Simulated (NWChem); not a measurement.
All runs are NWChem calculations. System: HF3SSi, charge 0, spin multiplicity 1, at a geometry optimised with PBE/def2-SVP. The structure started from a generated list of species. Level: RHF/def2-TZVP.

NWChem printed:

```
             Northwest Computational Chemistry Package (NWChem) 7.3.0
             --------------------------------------------------------

                                NWChem Input Module
                                -------------------

 Scaling coordinates for geometry "geometry" by  1.889725989
 (inverse scale =  0.529177249)

                             Geometry "geometry" -> ""
                             -------------------------

 Output coordinates in angstroms (scale by  1.889725989 to convert to a.u.)

  No.       Tag          Charge          X              Y              Z
 ---- ---------------- ---------- -------------- -------------- --------------
    1 F                    9.0000    -0.85771000     0.69304600     1.38944700
    2 Si                  14.0000    -0.31951300     0.13470500    -0.02869100
    3 F                    9.0000    -0.35708000     1.39460000    -1.04047000
    4 F                    9.0000    -1.34989300    -0.98284700    -0.56741300
    5 S                   16.0000     1.58800600    -0.76308300     0.11040100
    6 H                    1.0000     2.14723600     0.38027400     0.60118400

 Effective nuclear repulsion energy (a.u.)     316.6407948914

            Nuclear Dipole moment (a.u.)
            ----------------------------
        X                 Y               Z
 ---------------- ---------------- ----------------
     0.0000056692     0.0000132281     0.0000037795


 Summary of "ao basis" -> "" (spherical)
 ------------------------------------------------------------------------------
       Tag                 Description            Shells   Functions and Types
 ---------------- ------------------------------  ------  ---------------------
 *                         def2-tzvp                  on all atoms

 Summary of "ao basis" -> "ao basis" (spherical)
 ------------------------------------------------------------------------------
       Tag                 Description            Shells   Functions and Types
 ---------------- ------------------------------  ------  ---------------------
 F                         def2-tzvp                11       31   5s3p2d1f
 Si                        def2-tzvp                13       37   5s5p2d1f
 S                         def2-tzvp                13       37   5s5p2d1f
 H                         def2-tzvp                 4        6   3s1p

                                 NWChem SCF Module
                                 -----------------
[...]
   146      0.324351  5 S  py               145     -0.285633  5 S  px
   134     -0.230776  5 S  s                135     -0.212523  5 S  s
   149      0.178875  5 S  py                35      0.165919  2 Si s
    46      0.157586  2 Si px               148     -0.157779  5 S  px

 Vector   29  Occ=2.000000D+00  E=-4.272709D-01
              MO Center=  1.5D+00, -6.8D-01,  1.1D-01, r^2= 1.7D+00
   Bfn.  Coefficient  Atom+Function         Bfn.  Coefficient  Atom+Function
  ----- ------------  ---------------      ----- ------------  ---------------
   147      0.487201  5 S  pz               150      0.328436  5 S  pz
   144      0.211494  5 S  pz               138     -0.170300  5 S  pz
   146     -0.155423  5 S  py

 Vector   30  Occ=0.000000D+00  E= 1.081394D-01
              MO Center=  1.7D+00,  2.6D-03,  3.7D-01, r^2= 4.6D+00
   Bfn.  Coefficient  Atom+Function         Bfn.  Coefficient  Atom+Function
  ----- ------------  ---------------      ----- ------------  ---------------
   170      1.617964  6 H  s                135     -1.113170  5 S  s
   149     -0.791335  5 S  py                36      0.642276  2 Si s
   148     -0.328033  5 S  px               150     -0.322749  5 S  pz
   104     -0.223089  4 F  s                 73     -0.191211  3 F  s
     5     -0.189229  1 F  s

 Vector   31  Occ=0.000000D+00  E= 1.396780D-01
              MO Center=  7.5D-01,  1.3D-01,  2.0D-01, r^2= 4.6D+00
   Bfn.  Coefficient  Atom+Function         Bfn.  Coefficient  Atom+Function
  ----- ------------  ---------------      ----- ------------  ---------------
    36      1.693080  2 Si s                148      0.746972  5 S  px
     5     -0.522752  1 F  s                 73     -0.523259  3 F  s
    50      0.500947  2 Si py               135     -0.377219  5 S  s
    46      0.269596  2 Si px                35      0.267239  2 Si s
   149     -0.246851  5 S  py                49      0.227006  2 Si px

 Vector   32  Occ=0.000000D+00  E= 1.662418D-01
              MO Center= -1.1D-01, -2.3D-01, -1.1D-01, r^2= 5.6D+00
   Bfn.  Coefficient  Atom+Function         Bfn.  Coefficient  Atom+Function
  ----- ------------  ---------------      ----- ------------  ---------------
    36      1.050528  2 Si s                 50     -0.927373  2 Si py
   104     -0.756002  4 F  s                 49     -0.715183  2 Si px
   148      0.533766  5 S  px                51     -0.445908  2 Si pz
   149      0.331069  5 S  py               170     -0.272891  6 H  s
   150      0.221796  5 S  pz                81      0.177278  3 F  py

 center of mass
 --------------
 x =  -0.07574778 y =   0.01191896 z =  -0.01308901

 moments of inertia (a.u.)
 ------------------
         527.897247449985         123.711532908310         -21.780009295849
         123.711532908310         725.247905592140           4.442173320879
         -21.780009295849           4.442173320879         795.100155556082

  Mulliken analysis of the total density
  --------------------------------------

    Atom       Charge   Shell Charges
 -----------   ------   -------------------------------------------------------
    1 F    9     9.38   0.77  1.20  0.59  1.01  0.34  2.24  2.30  0.92  0.00  0.01  0.00
    2 Si  14    12.74   2.00  0.58  1.40  0.67  0.08  4.12  1.73  0.51  0.73  0.05  0.36  0.32  0.18
    3 F    9     9.38   0.77  1.20  0.59  1.01  0.34  2.24  2.30  0.92  0.00  0.01  0.00
    4 F    9     9.38   0.77  1.20  0.59  1.01  0.34  2.24  2.30  0.91  0.00  0.01  0.00
    5 S   16    16.29   2.01  0.49  1.48  1.04  0.80  4.18  1.69  0.87  2.44  1.18  0.03  0.07  0.01
    6 H    1     0.82   0.22  0.49  0.09  0.03

       Multipole analysis of the density wrt the origin
       ------------------------------------------------

     L   x y z        total         open         nuclear
     -   - - -        -----         ----         -------
     0   0 0 0     -0.000000      0.000000     58.000000

     1   1 0 0      0.744204      0.000000      0.000006
     1   0 1 0      0.031590      0.000000      0.000013
     1   0 0 1      0.175877      0.000000      0.000004

     2   2 0 0    -28.971386      0.000000    251.961886
     2   1 1 0      0.933350      0.000000    -60.942390
     2   1 0 1      1.135688      0.000000     13.341213
     2   0 2 0    -31.626593      0.000000    143.686295
     2   0 1 1      0.588358      0.000000     -1.953702
     2   0 0 2    -32.358691      0.000000    109.216879

 Task  times  cpu:       57.9s     wall:       57.9s

 Total times  cpu:       58.0s     wall:       58.0s
```

Q: Write an NWChem input that would produce this output.

A: This is not unique; one that fits is 
```
start mol
memory heap 200 mb stack 800 mb global 1000 mb
geometry units angstroms nocenter noautoz noautosym
  F     -0.857710     0.693046     1.389447
  Si    -0.319513     0.134705    -0.028691
  F     -0.357080     1.394600    -1.040470
  F     -1.349893    -0.982847    -0.567413
  S      1.588006    -0.763083     0.110401
  H      2.147236     0.380274     0.601184
end
basis spherical
  * library def2-tzvp
end
scf
  rhf
  nopen 0
  maxiter 100
  thresh 1e-7
  semidirect memsize 60000000 filesize 0
end
task scf energy
```
